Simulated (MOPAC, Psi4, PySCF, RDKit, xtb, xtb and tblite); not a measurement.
Two geometries of SMILES Bc1ccc([SiH3])s1, relaxed at GFN2-xTB with one dihedral held; other torsions can differ between them too.

Structure A

```
14

B     -2.9762     0.5649    -0.5352
C     -1.6154     0.0513    -0.0882
C     -0.5091     0.7607     0.3327
C      0.6181    -0.0272     0.5905
C      0.4271    -1.3618     0.3349
Si     1.6543    -2.7735     0.4800
S     -1.1907    -1.6417    -0.1944
H     -3.9198    -0.1221    -0.4652
H     -3.0843     1.6895    -0.8393
H     -0.5338     1.8282     0.4696
H      1.5573     0.3658     0.9401
H      1.1401    -3.7515     1.4398
H      2.9156    -2.1971     0.9459
H      1.8172    -3.3948    -0.8353
```

Structure B

```
14

B      2.9773     0.6221    -0.4324
C      1.5926    -0.0143    -0.2800
C      0.5428    -0.0620    -1.1649
C     -0.6293    -0.6290    -0.6395
C     -0.5315    -0.9727     0.6808
Si    -1.8400    -1.6834     1.8188
S      1.0644    -0.6390     1.2632
H      3.9446     0.0051    -0.2047
H      3.0650     1.6712    -0.9439
H      0.6353     0.2744    -2.1835
H     -1.5329    -0.7628    -1.2090
H     -2.0620    -0.7554     2.9293
H     -3.0568    -1.8446     1.0226
H     -1.3782    -2.9743     2.3323
```

Question: Which is lower in energy at the level PBE0-D3(BJ)/def2-SVP // GFN2-xTB (Psi4), and by how much?

Answer: A is lower, by 25.13 kJ/mol (dihedral H8–B1–C2–S7: 30° in A, 60° in B).

E(B) − E(A) in kJ/mol at the other levels, on the same two geometries: GFN2-xTB (xtb and tblite) 13.87; PBE0/def2-SVP // GFN2-xTB (Psi4) 25.08; PBE/def2-SVP // GFN2-xTB (Psi4) 25.79; PBE-D3(BJ)/def2-SVP // GFN2-xTB (Psi4) 25.87; UFF // GFN2-xTB (RDKit) 20.12; PM7, restricted, heats of formation // GFN2-xTB (MOPAC) 4.32; AM1, restricted, heats of formation // GFN2-xTB (MOPAC) 7.05; GFN1-xTB // GFN2-xTB (xtb) 12.93; restricted B3LYP/6-31G*, spherical d, density fitting // GFN2-xTB (PySCF) 25.50; restricted Hartree-Fock/3-21G // GFN2-xTB (PySCF) 23.23; restricted B3LYP/3-21G // GFN2-xTB (PySCF) 27.15; restricted BP86/6-31G*, spherical d, density fitting // GFN2-xTB (PySCF) 25.87.
